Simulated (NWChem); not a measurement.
System: C$_{2}$H$_{4}$N cation; SMILES C(C)#[NH+]

The following NWChem deck was run.

```
start job
memory heap 200 mb stack 900 mb global 1100 mb
charge 1
geometry units angstroms noautosym nocenter noautoz
  C     -0.000063    -1.265084    -0.000052
  C     -0.000136     0.165839    -0.000311
  N     -0.000180     1.311978    -0.000859
  H     -0.708650    -1.626166    -0.764217
  H     -0.307489    -1.626255     0.995663
  H      1.016039    -1.626079    -0.231670
  H     -0.000336     2.329171    -0.002272
end
basis spherical
  C library 6-31g*
  N library 6-31g*
  H library 6-31g*
end
dft
  xc xpbe96 cpbe96
  iterations 150
end
tddft
  nroots 8
  notriplet
end
task tddft energy
```

Excerpt of the output:

```
             Northwest Computational Chemistry Package (NWChem) 7.3.0
             --------------------------------------------------------

                             Geometry "geometry" -> ""
                             -------------------------

 Output coordinates in angstroms (scale by  1.889725989 to convert to a.u.)

  No.       Tag          Charge          X              Y              Z
 ---- ---------------- ---------- -------------- -------------- --------------
    1 C                    6.0000    -0.00006300    -1.26508400    -0.00005200
    2 C                    6.0000    -0.00013600     0.16583900    -0.00031100
    3 N                    7.0000    -0.00018000     1.31197800    -0.00085900
    4 H                    1.0000    -0.70865000    -1.62616600    -0.76421700
    5 H                    1.0000    -0.30748900    -1.62625500     0.99566300
    6 H                    1.0000     1.01603900    -1.62607900    -0.23167000
    7 H                    1.0000    -0.00033600     2.32917100    -0.00227200

 Effective nuclear repulsion energy (a.u.)      65.3854725609

  pbe96 is a nonlocal functional; adding pw91lda local functional.

                                 NWChem DFT Module
                                 -----------------

 Summary of "ao basis" -> "ao basis" (spherical)
 ------------------------------------------------------------------------------
       Tag                 Description            Shells   Functions and Types
 ---------------- ------------------------------  ------  ---------------------
 C                           6-31g*                  6       14   3s2p1d
 N                           6-31g*                  6       14   3s2p1d
 H                           6-31g*                  2        2   2s

            General Information
            -------------------
          SCF calculation type: DFT
          Wavefunction type:  closed shell.
          No. of atoms     :     7
          No. of electrons :    22
           Alpha electrons :    11
            Beta electrons :    11
          Charge           :     1
          Spin multiplicity:     1
          Use of symmetry is: off; symmetry adaption is: off
          Maximum number of iterations: 150
          AO basis - number of functions:    50
                     number of shells:    26
          Convergence on energy requested:  1.00D-06
          Convergence on density requested:  1.00D-05
          Convergence on gradient requested:  5.00D-04

              XC Information
              --------------
          PerdewBurkeErnzerhof Exchange Functional  1.000
            Perdew 1991 LDA Correlation Functional  1.000 local
           PerdewBurkeErnz. Correlation Functional  1.000 non-local

             Grid Information
             ----------------
          Grid used for XC integration:  medium
          Radial quadrature: Mura-Knowles
          Angular quadrature: Lebedev.
          Tag              B.-S. Rad. Rad. Pts. Rad. Cut. Ang. Pts.
          ---              ---------- --------- --------- ---------
          C                   0.70       49          10.0       434
          N                   0.65       49           8.0       434
          H                   0.35       45          10.0       434
          Grid pruning is: on
          Number of quadrature shells:   327
          Spatial weights used:  Erf1

      Superposition of Atomic Density Guess
      -------------------------------------

 Sum of atomic energies:        -131.60717670

 Renormalizing density from      23.00 to     22

      Non-variational initial energy
      ------------------------------

 Total energy =    -129.202177
 1-e energy   =    -292.070654
 2-e energy   =      97.483004
 HOMO         =      -0.795459
 LUMO         =      -0.325357

   convergence    iter        energy       DeltaE   RMS-Dens  Diis-err
 ---------------- ----- ----------------- --------- --------- ---------
 d= 0,ls=0.0,diis     1   -132.8090812477 -1.98D+02  2.21D-02  8.45D-01
 d= 0,ls=0.0,diis     2   -132.5589221378  2.50D-01  2.00D-02  2.84D+00
 d= 0,ls=0.0,diis     3   -132.8366495254 -2.78D-01  7.12D-03  4.32D-01
 d= 0,ls=0.0,diis     4   -132.8866838276 -5.00D-02  1.60D-03  1.52D-02
 d= 0,ls=0.0,diis     5   -132.8886614262 -1.98D-03  2.86D-04  3.85D-04
  Resetting Diis
 d= 0,ls=0.0,diis     6   -132.8886955834 -3.42D-05  1.24D-04  9.15D-05
 d= 0,ls=0.0,diis     7   -132.8887074610 -1.19D-05  4.32D-05  1.82D-06
 d= 0,ls=0.0,diis     8   -132.8887072967  1.64D-07  2.36D-05  3.07D-06
 d= 0,ls=0.0,diis     9   -132.8887077064 -4.10D-07  6.07D-06  2.39D-07

         Total DFT energy =     -132.888707706393
      One electron energy =     -301.453156820311
           Coulomb energy =      121.903614922792
    Exchange-Corr. energy =      -18.724638369760
 Nuclear repulsion energy =       65.385472560886

 Numeric. integr. density =       21.999999787221

                       DFT Final Molecular Orbital Analysis
                       ------------------------------------

 Vector    9  Occ=2.000000D+00  E=-6.534948D-01
              MO Center=  2.2D-03, -3.0D-01,  9.0D-02, r^2= 2.1D+00
   Bfn.  Coefficient  Atom+Function         Bfn.  Coefficient  Atom+Function
  ----- ------------  ---------------      ----- ------------  ---------------
    19      0.308493  2 C  pz                 5      0.296734  1 C  pz
    33      0.276033  3 N  pz                45      0.168429  5 H  s
    17     -0.153611  2 C  px                 3     -0.147754  1 C  px
     9      0.146127  1 C  pz                37      0.141649  3 N  pz
    31     -0.137448  3 N  px                23      0.113818  2 C  pz

 Vector   10  Occ=2.000000D+00  E=-5.784864D-01
              MO Center= -1.2D-01, -1.3D-01,  1.9D-02, r^2= 2.7D+00
   Bfn.  Coefficient  Atom+Function         Bfn.  Coefficient  Atom+Function
  ----- ------------  ---------------      ----- ------------  ---------------
    33      0.412854  3 N  pz                 5     -0.322489  1 C  pz
    37      0.253811  3 N  pz                19      0.208915  2 C  pz
    43      0.181960  4 H  s                 45     -0.175466  5 H  s
     9     -0.169032  1 C  pz                44      0.115955  4 H  s
    46     -0.111816  5 H  s                 31      0.107865  3 N  px

[...]

                                NWChem TDDFT Module
                                -------------------

            General Information
            -------------------
           No. of orbitals :     100
            Alpha orbitals :      50
             Beta orbitals :      50
        Alpha frozen cores :       0
         Beta frozen cores :       0
     Alpha frozen virtuals :       0
      Beta frozen virtuals :       0
         Spin multiplicity :       1
    Number of AO functions :      50
        Use of symmetry is : off
      Symmetry adaption is : off
         Schwarz screening :  0.10D-07

              XC Information
              --------------
   PerdewBurkeErnzerhof Exchange Functional   1.00
     Perdew 1991 LDA Correlation Functional   1.00 local
    PerdewBurkeErnz. Correlation Functional   1.00 non-local

             TDDFT Information
             -----------------
          Calculation type : TDDFT
         Wavefunction type : Restricted singlets
          No. of electrons :      22
           Alpha electrons :      11
            Beta electrons :      11
              No. of roots :       8
          Max subspacesize :    5600
            Max iterations :     100
               Target root :       1
           Target symmetry : none
      Symmetry restriction : off
                 Algorithm : Optimal
        Davidson threshold :  0.10D-03

    8 smallest eigenvalue differences (eV)
--------------------------------------------------------
  No. Spin  Occ  Vir  Irrep   E(Occ)    E(Vir)   E(Diff)
--------------------------------------------------------
    1    1   11   12 a        -0.578    -0.288     7.909
    2    1   10   12 a        -0.578    -0.288     7.909
    3    1   11   13 a        -0.578    -0.288     7.909
    4    1   10   13 a        -0.578    -0.288     7.909
    5    1    9   12 a        -0.653    -0.288     9.950
    6    1    8   12 a        -0.654    -0.288     9.951
    7    1    9   13 a        -0.653    -0.288     9.951
    8    1    8   13 a        -0.654    -0.288     9.951
--------------------------------------------------------

  Entering Davidson iterations
  Restricted singlet excited states

  Iter   NTrls   NConv    DeltaV     DeltaE      Time
  ----  ------  ------  ---------  ---------  ---------
    1      8       0     0.61E+00   0.10+100        1.5
    2     16       0     0.19E+00   0.17E+00        1.5
    3     32       2     0.39E-01   0.27E-01        2.5
    4     44       2     0.99E-02   0.76E-03        2.1
    5     56       2     0.41E-02   0.45E-04        2.1
    6     68       4     0.17E-02   0.51E-05        1.8
    7     76       5     0.81E-03   0.74E-06        1.3
    8     82       6     0.89E-03   0.34E-06        1.6
    9     86       7     0.15E-02   0.68E-06        1.3
   10     88       7     0.88E-03   0.61E-06        0.9
   11     90       7     0.34E-03   0.12E-06        0.7
   12     92       7     0.12E-03   0.17E-07        0.6
   13     94       8     0.84E-04   0.25E-08        0.7
  ----  ------  ------  ---------  ---------  ---------
  Convergence criterion met

  Ground state a        -132.888707706393 a.u.

  ----------------------------------------------------------------------------
  Root   1 singlet a              0.290673073 a.u.                7.9096 eV
  ----------------------------------------------------------------------------
     Transition Moments    X -0.00008   Y -0.00000   Z -0.00002
     Dipole Oscillator Strength                    0.0000000012
     Electric Quadrupole                           0.0000000000
     Magnetic Dipole                               0.0000001025
     Total Oscillator Strength                     0.0000001036

     Occ.   10  a   ---  Virt.   12  a   -0.42408 X
     Occ.   10  a   ---  Virt.   13  a    0.56568 X
     Occ.   11  a   ---  Virt.   12  a   -0.56614 X
     Occ.   11  a   ---  Virt.   13  a   -0.42385 X
  ----------------------------------------------------------------------------
  Root   2 singlet a              0.301015059 a.u.                8.1910 eV
  ----------------------------------------------------------------------------
     Transition Moments    X  0.06229   Y  0.00013   Z -0.15860
     Dipole Oscillator Strength                    0.0058261509
     Electric Quadrupole                           0.0000000644
     Magnetic Dipole                               0.0000000127
     Total Oscillator Strength                     0.0058262280

     Occ.    7  a   ---  Virt.   12  a   -0.05631 X
     Occ.   10  a   ---  Virt.   12  a    0.65180 X
     Occ.   10  a   ---  Virt.   13  a   -0.26944 X
     Occ.   11  a   ---  Virt.   12  a   -0.26951 X
     Occ.   11  a   ---  Virt.   13  a   -0.65177 X
  ----------------------------------------------------------------------------
  Root   3 singlet a              0.301018156 a.u.                8.1911 eV
  ----------------------------------------------------------------------------
     Transition Moments    X -0.15890   Y  0.00004   Z -0.06250
     Dipole Oscillator Strength                    0.0058508803
     Electric Quadrupole                           0.0000000642
     Magnetic Dipole                               0.0000000125
     Total Oscillator Strength                     0.0058509570

     Occ.    7  a   ---  Virt.   13  a   -0.05631 X
     Occ.   10  a   ---  Virt.   12  a   -0.26931 X
     Occ.   10  a   ---  Virt.   13  a   -0.65198 X
     Occ.   11  a   ---  Virt.   12  a   -0.65159 X
     Occ.   11  a   ---  Virt.   13  a    0.26964 X
  ----------------------------------------------------------------------------
  Root   4 singlet a              0.365680107 a.u.                9.9507 eV
  ----------------------------------------------------------------------------
     Transition Moments    X -0.00003   Y -0.00000   Z -0.00001
     Dipole Oscillator Strength                    0.0000000002
     Electric Quadrupole                           0.0000000000
     Magnetic Dipole                               0.0000000787
     Total Oscillator Strength                     0.0000000790

     Occ.    8  a   ---  Virt.   12  a    0.70521 X
     Occ.    8  a   ---  Virt.   13  a   -0.05262 X
     Occ.    9  a   ---  Virt.   12  a   -0.05270 X
     Occ.    9  a   ---  Virt.   13  a   -0.70508 X
  ----------------------------------------------------------------------------
  Root   5 singlet a              0.374121225 a.u.               10.1804 eV
  ----------------------------------------------------------------------------
     Transition Moments    X  0.00003   Y -1.62564   Z  0.00120
     Dipole Oscillator Strength                    0.6591319594
     Electric Quadrupole                           0.0000000682
     Magnetic Dipole                               0.0000000000
     Total Oscillator Strength                     0.6591320276

     Occ.    7  a   ---  Virt.   14  a    0.09784 X
     Occ.    7  a   ---  Virt.   18  a   -0.13107 X
     Occ.    8  a   ---  Virt.   13  a    0.36812 X
     Occ.    9  a   ---  Virt.   12  a    0.37929 X
     Occ.   10  a   ---  Virt.   12  a   -0.47189 X
     Occ.   10  a   ---  Virt.   12  a    0.05925 Y
     Occ.   10  a   ---  Virt.   13  a   -0.35375 X
     Occ.   11  a   ---  Virt.   12  a    0.35352 X
     Occ.   11  a   ---  Virt.   13  a   -0.47216 X
     Occ.   11  a   ---  Virt.   13  a    0.05927 Y
  ----------------------------------------------------------------------------
  Root   6 singlet a              0.374884216 a.u.               10.2011 eV
  ----------------------------------------------------------------------------
     Transition Moments    X  0.04819   Y -0.01199   Z -0.09838
     Dipole Oscillator Strength                    0.0030352283
     Electric Quadrupole                           0.0000000399
     Magnetic Dipole                               0.0000000111
     Total Oscillator Strength                     0.0030352793

     Occ.    7  a   ---  Virt.   12  a   -0.12381 X
     Occ.    8  a   ---  Virt.   12  a   -0.27666 X
     Occ.    8  a   ---  Virt.   13  a    0.64613 X
     Occ.    9  a   ---  Virt.   12  a   -0.64073 X
     Occ.    9  a   ---  Virt.   13  a   -0.27703 X
  ----------------------------------------------------------------------------
  Root   7 singlet a              0.374889065 a.u.               10.2013 eV
  ----------------------------------------------------------------------------
     Transition Moments    X -0.09855   Y -0.00495   Z -0.04823
     Dipole Oscillator Strength                    0.0030146893
     Electric Quadrupole                           0.0000000403
     Magnetic Dipole                               0.0000000108
     Total Oscillator Strength                     0.0030147404

     Occ.    7  a   ---  Virt.   13  a   -0.12413 X
     Occ.    8  a   ---  Virt.   12  a    0.64344 X
     Occ.    8  a   ---  Virt.   13  a    0.27795 X
     Occ.    9  a   ---  Virt.   12  a   -0.27571 X
     Occ.    9  a   ---  Virt.   13  a    0.64341 X
  ----------------------------------------------------------------------------
  Root   8 singlet a              0.408174519 a.u.               11.1070 eV
  ----------------------------------------------------------------------------
     Transition Moments    X  0.10610   Y -0.00098   Z  0.04838
     Dipole Oscillator Strength                    0.0037001993
     Electric Quadrupole                           0.0000002373
     Magnetic Dipole                               0.0000007584
     Total Oscillator Strength                     0.0037011950

[...]
```

Level: PBE/6-31G* (spherical d), full TDDFT. All runs use the structure optimised with PBE0/def2-SVP.
